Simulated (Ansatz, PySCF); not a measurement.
Gas-phase reaction in SMILES: CC[N](C)[GeH3] [N-germyl-N-methylethanamine] + H+ -> CC[NH+](C)[GeH3]
Geometries: B3LYP-D3(BJ)/def2-TZVP minima from Ansatz (an electronic-structure program), one conformer each, not searched for the lowest. Frequencies are from Ansatz or PySCF.

Wanted: proton affinity (0 K, with B3LYP-D3(BJ) harmonic zero-point energies), positive where the reaction releases energy, in eV. Valence correlation only, unless marked. Spin-orbit coupling is left out. Frozen are the shells of the preceding noble gas and the d and f shells that filled before the atom's block. No relativistic terms. CBS marks a two-point X^-3 extrapolation of the correlation energy; Hartree-Fock from the larger set.

CCSD(T)/CBS(cc-pVTZ,cc-pVQZ) (Ansatz) gives 9.95 eV.

### Question
Another calculation gave 9.54 eV. Which level was it?
(A) BHLYP/def2-TZVPD (Ansatz)
(B) SVWN5/def2-TZVPD (Ansatz)
(C) wB97M-V/def2-TZVPD (Ansatz)

### Answer
B, SVWN5/def2-TZVPD (Ansatz). The others give 9.82 (wB97M-V), 10.00 (BHLYP) eV.
